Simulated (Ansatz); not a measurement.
Which method gave which barrier?

Saddle point of SiH2BrClF2, closed shell (SiHClF₂ ([F][SiH]([F])[Cl]) + HBr → SiHBrF₂ ([F][SiH]([F])[Br]) + HCl; bonds formed: Si1–Br7, Cl2–H6; bonds broken: Si1–Cl2, H6–Br7), PBE0-D4/def2-TZVP structure:

Si1  (-0.358, -0.052, -0.540)
Cl2  (1.092, -1.183, 0.965)
F3  (-0.274, -1.424, -1.358)
F4  (-1.785, -0.137, 0.127)
H5  (-0.155, 0.879, -1.655)
H6  (1.098, 0.129, 1.479)
Br7  (0.382, 1.788, 0.981)
(Å)

Program: Ansatz 0.2.0. Basis: def2-TZVPP, with def2-QZVPP for the basis limit. Cores are frozen in the correlated methods. Filled d shells of the heavier atoms are correlated. The def2 sets are not built for correlating such inner shells, so the correlated values are less sure here. Extrapolation: Hartree–Fock as exp(−7.88 √X), correlation as X^−2.97. Four methods, as single points on the PBE0-D4 structures, gave these electronic barriers from the start structure: 0.893, 1.383, 1.644, 2.400 eV.

The methods were, in alphabetical order, HF, MP2, r2SCAN-D4, SPW92. Which gave which? (Judge from chemistry; the calculation decides.)

Computed: SPW92 0.893; r2SCAN-D4 1.383; MP2 1.644; HF 2.400 eV. For comparison, CCSD(T) at an estimated basis limit (MP2 extrapolated from triple and quadruple zeta, plus CCSD(T) − MP2 in triple zeta) gives 1.654 eV.

T1 diagnostic: at most 0.011.

Labels in which every atom is bracketed show which atoms are joined, not bond orders.

For scale, one of the runs: CCSD(T)/def2-TZVPP, 222 basis functions, launched by `ansatz run in.yaml --threads 8 --pin off --events-out ev --progress --plain --max-ram 19148MiB`. Time: 76 s of wall clock on 8 CPU threads of an Arm Neoverse V2; the host was shared. Peak host memory: 3.7 GiB.
